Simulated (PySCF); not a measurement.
# Orbital picture of CdSi

r²SCAN at R = 2.586 Å; basis Cd def2-SVP with ECP28, Si def2-SVP; scalar-relativistic core potentials; PySCF 2.14. State: ³Σ⁻ (triplet), unpaired electrons π ↑↑. Only the outer orbitals are listed, counted within each symmetry, core potentials removing the inner ones.

| spin | orbital | occ. | ε (eV) | on Cd (%) | main shells (%) |
| --- | --- | --- | --- | --- | --- |
| α | 7σ | 1 | -11.30 | 21 | 78 Si s, 12 Cd d |
| α | 8σ | 1 | -6.73 | 68 | 67 Cd s, 23 Si p, 9 Si s |
| α | 4π | 1 | -4.62 | 11 | 89 Si p, 10 Cd p |
| α | 4π | 1 | -4.62 | 11 | 89 Si p, 10 Cd p |
| α | 9σ | 0 | -3.49 | 48 | 51 Si p, 28 Cd p, 20 Cd s |
| α | 5π | 0 | -0.91 | 90 | 90 Cd p, 9 Si p |
| α | 5π | 0 | -0.91 | 90 | 90 Cd p, 9 Si p |
| β | 7σ | 1 | -9.73 | 27 | 72 Si s, 18 Cd s |
| β | 8σ | 1 | -6.35 | 66 | 64 Cd s, 17 Si s, 17 Si p |
| β | 9σ | 0 | -3.18 | 46 | 53 Si p, 33 Cd p, 12 Cd s |
| β | 4π | 0 | -2.41 | 35 | 65 Si p, 35 Cd p |
| β | 4π | 0 | -2.41 | 35 | 65 Si p, 35 Cd p |

Q: Which are the highest filled and the lowest empty level, where do they sit, and how wide is the gap?

A: Highest filled α 4π at -4.62 eV (in %: 89 Si p, 10 Cd p); lowest empty α 9σ at -3.49 eV (in %: 51 Si p, 28 Cd p, 20 Cd s); the gap at r²SCAN is 1.13 eV.

```json
{"bond order (Mayer)": "1.17", "⟨S²⟩": "2.017", "charge on Cd (Mulliken, basis-dependent)": "0.16", "charge on Cd (Löwdin, basis-dependent)": "0.05", "dipole moment (positive dipole means Cd(−)Si(+))": "-2.63 D"}
```

Spin–orbit coupling is left out. The state was picked by a PBE0 search and need not be the measured ground state.
